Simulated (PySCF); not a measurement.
**From computed data to an observable: dipole moment from atomic charges**

Sb(F)2(TeH) (F2HSbTe), SMILES [F][Sb]([F])[TeH]. Atoms are numbered in the order given.

```xyz
5

Sb    -1.1314     0.3695     0.0000
F     -1.5854    -0.8933     1.4024
F     -1.5854    -0.8933    -1.4024
Te     1.6234    -0.0836     0.0000
H      1.8256     1.5795     0.0000
```
Charge 0, spin multiplicity 1.

Coordinates come from a B3LYP-D3(BJ)/def2-SVP optimisation. The def2 effective core potentials stand for the cores of Sb, Te; spin–orbit coupling is left out.

Charges (e) from M06-2X/def2-TZVP in PySCF:

```csv
atom,ESP fit,Mulliken
Sb1,0.574,1.120
F2,-0.273,-0.504
F3,-0.273,-0.504
Te4,-0.072,-0.193
H5,0.045,0.081
```

The dipole moment of the full density is 3.61 D.

**Question.** What dipole moment does each set of point charges give, and which comes closer to that of the density?

**Answer.** 
μ = Σ q r, and 1 e Å = 4.8032 D.
ESP fit: Σ q r = (0.181, 0.777, 0.000) e Å, |μ| = 3.83 D.
Mulliken: Σ q r = (0.165, 1.458, 0.000) e Å, |μ| = 7.05 D.
ESP fit comes closer in size. Point charges leave out the atoms' own dipoles (lone pairs, polarised bonds); fits to the potential absorb them, partitions of the density don't.
